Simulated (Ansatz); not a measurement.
Two isomers of C2H7GaSi: A = `[CH2]1[SiH2][CH2][GaH]1`, B = `C=[C]([SiH3])[GaH2]`.

Program: Ansatz. Geometries: PBE0-D4/def2-TZVP. ΔE: electronic, gas phase. CBS: MP2 limit from def2 TZ/QZ plus the TZ coupled-cluster correction, frozen cores. Functionals use def2-TZVPP. For Ga outer-core shells are correlated without core-valence functions, which leaves a few kJ/mol of doubt a bond. Scalar relativity is left out up to krypton.

A:

Z-matrix (Å, degrees):
```
Si
C 1 1.886
Ga 1 2.654 2 48.8
C 1 1.886 2 95.1 3 17.0
H 1 1.492 2 110.3 3 -96.8
H 1 1.492 2 116.3 3 139.7
H 2 1.089 1 120.2 3 124.3
H 2 1.097 1 111.1 3 -108.3
H 3 1.564 1 165.7 2 -101.2
H 4 1.089 1 120.2 2 -141.4
H 4 1.097 1 111.1 2 91.2
```

B:

```xyz
11

C     0.431   -0.796    1.300
C     0.004   -0.091    0.244
Si    0.911   -0.173   -1.376
Ga   -1.603    1.004    0.511
H    -0.077   -0.771    2.264
H     1.313   -1.438    1.261
H     1.389    1.181   -1.772
H     0.005   -0.656   -2.455
H     2.081   -1.091   -1.278
H    -2.245    0.957    1.946
H    -2.210    1.874   -0.644
```

(1) Which isomer does CCSD(T)/CBS put lower? Give the gap. (An estimate is asked.)

(2) Give E(B) − E(A) in kcal/mol with LDA (SPW92), PBE0-D4, ωB97M-V, r2SCAN-D4, CCSD(T)/def2-SVP, B2PLYP, MP2/def2-TZVPP. (Estimate.)

(3) Does the order hold for the free energy at 298.15 K (harmonic terms from PBE0-D4)? (Estimate.)

Largest T1 diagnostic: 0.013.

Results:

(1) Ansatz gave: A, by 21.6 kcal/mol.

(2) The calculation gave: LDA (SPW92) 28.7, PBE0-D4 24.7, ωB97M-V 22.1, r2SCAN-D4 23.4, CCSD(T)/def2-SVP 14.4, B2PLYP 19.2, MP2/def2-TZVPP 23.8. None reverses the order clearly.

(3) Computed: Yes: G(B) − G(A) = +17.6 kcal/mol.

From PBE to PBE0 (25 % exact exchange), in def2-TZVPP and without D4, E(B) − E(A) moves by +1.5 kcal/mol. Leaving LDA and LC-ωPBE aside and taking each functional with its dispersion term where it has one, the values, not all of them listed here, spread over 10.0 kcal/mol, from BLYP-D4 to PBE-QIDH. LDA lies +5.6 kcal/mol from PBE without D4.
